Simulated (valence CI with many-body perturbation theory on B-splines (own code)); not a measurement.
## E1 line list for Tm XXXVIII

Level of theory: relativistic CI+MBPT: four valence electrons over a frozen Dirac-Fock core [Ar] 3d10, radial functions for each j: 11 s, 11 p, 10 d, 8 f, 5 g, 2 h, with the one-electron correlation potential Σ1 (screened to all orders), the two-electron term Σ2, the three-electron term Σ3, Breit, model QED; selected single and double excitations, second order for the rest, scaled by the run's own slope (own B-spline code, finite nucleus).

The last digits are not significant, and no measured levels were compared; by estimate large intervals hold to a few tenths of a per cent, small ones and those within an open d or f shell to about a per cent. Among the levels kept, up to 390 cm⁻¹ of a level comes from second order outside the variational space, and about a tenth of that is noise between levels of different J, which matters for small intervals.

Lines 51 to 100 of 563 in falling wavelength, among levels below 39.250 Ry, chosen from the strongest by gf and those to the six lowest levels. Wavelengths and rates use the calculated energies. Electric multipoles are in the length gauge, E1 and E2 with the static RPA response of the core. Weak lines are less certain than strong ones. Lines between different terms over intervals too small for the method are left out, as are lines whose strength nearly cancels. Where a level lies close to another of its J and parity, the split of strength between their lines is uncertain. The highest levels of a list are the least certain.

Levels are named by their leading jj configuration (3d3/2^4 stands for four electrons in 3d with j = 3/2), which in mixed levels can hold well under half, so a name can repeat and another be missing. Letters in brackets count levels of one name in rising energy.

```csv
λ vac (Å),Upper,Lower,A (s⁻¹),S (a.u.)
129.0,(4p1/2^2 4p3/2 4d5/2) J=4,(4s 4p1/2 4p3/2 4d5/2) J=5,2.95e+10,2.81e-01
128.4,(4p1/2^2 4p3/2 4d5/2) J=2,(4s 4p1/2 4p3/2 4d5/2) J=3 [a],2.47e+10,1.29e-01
128.1,(4s 4p1/2^2 4p3/2) J=1,(4s^2 4p1/2 4p3/2) J=1,5.87e+09,1.83e-02
126.5,(4p1/2 4p3/2^2 4d5/2) J=4 [b],(4s 4p3/2^2 4d5/2) J=5,1.60e+10,1.43e-01
126.2,(4s 4p1/2 4p3/2^2) J=2 [b],(4s^2 4p3/2^2) J=2,1.41e+10,7.01e-02
125.7,(4p1/2 4p3/2^2 4d5/2) J=4 [a],(4s 4p3/2^2 4d5/2) J=4 [a],1.06e+10,9.31e-02
125.3,(4s 4p1/2 4p3/2^2) J=1 [b],(4s^2 4p3/2^2) J=2,1.40e+10,4.08e-02
122.8,(4p1/2^2 4p3/2 4d3/2) J=2,(4s 4p1/2 4p3/2 4d3/2) J=3 [a],3.16e+10,1.45e-01
121.2,(4p1/2 4p3/2^2 4d5/2) J=5,(4s 4p3/2^2 4d5/2) J=5,1.63e+10,1.58e-01
120.2,(4s 4p1/2^2 4f7/2) J=4,(4s 4p1/2 4p3/2 4d5/2) J=5,1.55e+10,1.19e-01
118.7,(4p1/2^2 4p3/2 4d5/2) J=4,(4s 4p1/2 4p3/2 4d5/2) J=4 [a],1.34e+10,9.95e-02
114.9,(4p1/2^2 4p3/2 4d3/2) J=1,(4s 4p1/2 4p3/2 4d3/2) J=2 [a],3.20e+10,7.17e-02
111.2,(4s 4p1/2^2 4f5/2) J=3,(4s 4p1/2 4p3/2 4d3/2) J=4,1.17e+10,5.56e-02
94.27,(4s^2 4p1/2 4d3/2) J=2,(4s^2 4p1/2 4p3/2) J=2,2.50e+09,5.18e-03
91.62,(4s^2 4p3/2 4d3/2) J=1,(4s^2 4p3/2^2) J=0,2.94e+08,3.34e-04
91.59,(4s^2 4p1/2 4d3/2) J=2,(4s^2 4p1/2 4p3/2) J=1,8.67e+07,1.64e-04
91.19,(4s 4p1/2 4p3/2^2) J=2 [a],(4s^2 4p1/2 4p3/2) J=2,3.72e+07,6.96e-05
90.63,(4s 4p1/2^2 4d3/2) J=1,(4s 4p1/2^2 4p3/2) J=2,5.38e+09,5.93e-03
89.29,(4s 4p3/2^2 4d5/2) J=3 [a],(4s^2 4p3/2 4d5/2) J=2,1.80e+10,4.43e-02
89.04,(4s 4p1/2^2 4d3/2) J=2,(4s 4p1/2^2 4p3/2) J=2,1.44e+10,2.51e-02
88.68,(4s 4p1/2 4p3/2^2) J=2 [a],(4s^2 4p1/2 4p3/2) J=1,5.44e+09,9.36e-03
88.03,(4s 4p3/2^2 4d5/2) J=5,(4s^2 4p3/2 4d5/2) J=4,1.98e+10,7.33e-02
86.87,(4s^2 4p3/2 4d3/2) J=2 [a],(4s^2 4p3/2^2) J=2,1.12e+09,1.81e-03
86.55,(4s 4p1/2 4p3/2^2) J=3,(4s^2 4p1/2 4p3/2) J=2,2.23e+08,4.99e-04
86.42,(4s^2 4p3/2 4f7/2) J=4 [a],(4s^2 4p3/2 4d5/2) J=3,2.74e+10,7.84e-02
86.26,(4s^2 4p3/2 4d3/2) J=1,(4s^2 4p3/2^2) J=2,4.99e+08,4.74e-04
86.16,(4s^2 4p3/2 4d3/2) J=2 [b],(4s^2 4p3/2^2) J=2,7.90e+08,1.25e-03
86.07,(4s 4p1/2 4p3/2 4d5/2) J=4 [b],(4s^2 4p1/2 4d5/2) J=3,2.11e+10,5.97e-02
85.06,(4s^2 4p3/2 4d3/2) J=3,(4s^2 4p3/2^2) J=2,5.56e+09,1.18e-02
84.34,(4s^2 4p1/2 4d3/2) J=1,(4s^2 4p1/2 4p3/2) J=2,4.97e+09,4.42e-03
83.45,(4s 4p1/2 4d5/2^2) J=5,(4s 4p1/2 4p3/2 4d5/2) J=4 [b],3.10e+10,9.77e-02
82.79,(4s 4p1/2 4p3/2 4f7/2) J=2 [c],(4s 4p1/2 4p3/2 4d5/2) J=3 [d],4.17e+10,5.84e-02
82.79,(4s 4p1/2 4p3/2 4f5/2) J=2 [d],(4s 4p1/2 4p3/2 4d5/2) J=2 [c],5.60e+10,7.84e-02
82.76,(4p1/2 4p3/2^2 4d5/2) J=4 [b],(4s 4p1/2 4p3/2 4d5/2) J=3 [b],3.42e+10,8.60e-02
82.34,(4s^2 4p3/2 4f5/2) J=3 [a],(4s^2 4p3/2 4d3/2) J=2 [b],2.14e+10,4.13e-02
82.19,(4s^2 4p1/2 4d3/2) J=1,(4s^2 4p1/2 4p3/2) J=1,5.13e+09,4.22e-03
82.00,(4s^2 4d3/2 4d5/2) J=4,(4s^2 4p3/2 4d3/2) J=3,4.71e+10,1.15e-01
81.56,(4s 4p1/2 4p3/2 4f5/2) J=3 [e],(4s^2 4p1/2 4f5/2) J=3,1.07e+11,2.01e-01
81.44,(4s 4p1/2 4d3/2 4d5/2) J=4 [c],(4s 4p1/2 4p3/2 4d3/2) J=3 [b],8.77e+10,2.10e-01
81.32,(4s 4p1/2 4d3/2 4d5/2) J=4 [b],(4s 4p1/2 4p3/2 4d3/2) J=4,7.65e+10,1.83e-01
81.22,(4s 4p1/2 4p3/2 4d3/2) J=3 [c],(4s 4p1/2 4p3/2^2) J=2 [a],3.00e+10,5.56e-02
80.67,(4s 4p1/2 4p3/2 4f7/2) J=5 [a],(4s 4p1/2 4p3/2 4d5/2) J=5,3.71e+10,1.06e-01
80.63,(4s 4p1/2 4p3/2 4f5/2) J=3 [c],(4s 4p1/2 4p3/2 4d5/2) J=2 [b],3.81e+10,6.90e-02
80.57,(4s 4p1/2 4d3/2 4d5/2) J=4 [a],(4s 4p1/2 4p3/2 4d3/2) J=3 [a],7.08e+10,1.64e-01
80.56,(4s 4p1/2 4d3/2 4d5/2) J=5,(4s 4p1/2 4p3/2 4d3/2) J=4,5.14e+10,1.46e-01
80.54,(4p1/2 4p3/2^2 4d5/2) J=4 [b],(4s 4p1/2 4p3/2 4d5/2) J=3 [a],2.61e+10,6.05e-02
80.52,(4s 4p1/2 4p3/2 4f5/2) J=4 [b],(4s 4p1/2 4p3/2 4d5/2) J=3 [b],5.27e+10,1.22e-01
80.47,(4p1/2 4p3/2^2 4d5/2) J=5,(4s 4p1/2 4p3/2 4d5/2) J=4 [b],9.95e+10,2.82e-01
80.47,(4s 4p1/2 4d3/2 4d5/2) J=3 [c],(4s 4p1/2 4p3/2 4d3/2) J=2 [c],5.12e+10,9.21e-02
80.33,(4s 4p1/2 4d3/2 4d5/2) J=3 [a],(4s 4p1/2 4p3/2 4d3/2) J=2 [a],6.96e+10,1.25e-01
```
